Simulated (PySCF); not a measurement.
(E)-2-chloro-1-fluoroprop-1-ene (C3H4ClF), SMILES C/C(Cl)=C\F.

The structure is a stationary point at PBE0-D3(BJ)/def2-SVP.

Calculation: PySCF with PBE0/def2-TZVP.

Symmetry labels are those of the subgroup Cs that the program uses (full group Cs).

Computed valence orbital energies around the gap with their symmetry:
```csv
orbital,symmetry,energy (eV)
HOMO−7,A",-13.62
HOMO−6,A",-12.22
HOMO−5,A',-12.08
HOMO−4,A',-11.22
HOMO−3,A',-10.94
HOMO−2,A",-9.99
HOMO−1,A',-9.06
HOMO,A",-7.10
LUMO,A",0.07
LUMO+1,A',0.80
LUMO+2,A',1.56
LUMO+3,A',2.58
```
